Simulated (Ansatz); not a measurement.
Start from `C[CH2][SnH2][SiH3]` and change one atom or group to get `C[CH2][SnH3]`.

Ansatz, PBE0-D4/def2-TZVP geometries, multiplicity 1. Each molecule was computed in one conformer, which needn't be the lowest.

Elements past krypton have def2 core potentials.

| property | `C[CH2][SnH2][SiH3]` |
| --- | --- |
| HOMO–LUMO gap (PBE0/def2-TZVPP) / eV | 7.50 |
| HOMO–LUMO gap (PBE/def2-TZVPP) / eV | 5.70 |
| HOMO–LUMO gap (ωB97M-V/def2-TZVPP) / eV | 10.99 |
| LUMO energy (ωB97M-V/def2-TZVPP) / eV | 1.43 |
| size of the dipole moment (PBE/def2-TZVPP) / D | 1.00 |
| HOMO–LUMO gap (B3LYP/def2-TZVPP) / eV | 7.10 |

What does the change do to each property? (An estimate is asked.)

The calculation gave: 
```csv
property,`C[CH2][SnH3]`,shift
HOMO–LUMO gap (PBE0/def2-TZVPP) / eV,8.16,0.66
HOMO–LUMO gap (PBE/def2-TZVPP) / eV,6.28,0.58
HOMO–LUMO gap (ωB97M-V/def2-TZVPP) / eV,11.60,0.61
LUMO energy (ωB97M-V/def2-TZVPP) / eV,1.63,0.20
size of the dipole moment (PBE/def2-TZVPP) / D,1.02,0.02
HOMO–LUMO gap (B3LYP/def2-TZVPP) / eV,7.71,0.61
```

With PBE0 the HOMO falls by 0.29 eV and the LUMO rises by 0.36 eV, so the gap widens by about 0.65 eV. PBE moves the HOMO by -0.20 eV and ωB97M-V by -0.42 eV. Dipoles are sizes alone; their direction can turn.

B3LYP here is the variant with VWN-RPA as its local correlation; programs differ in this.
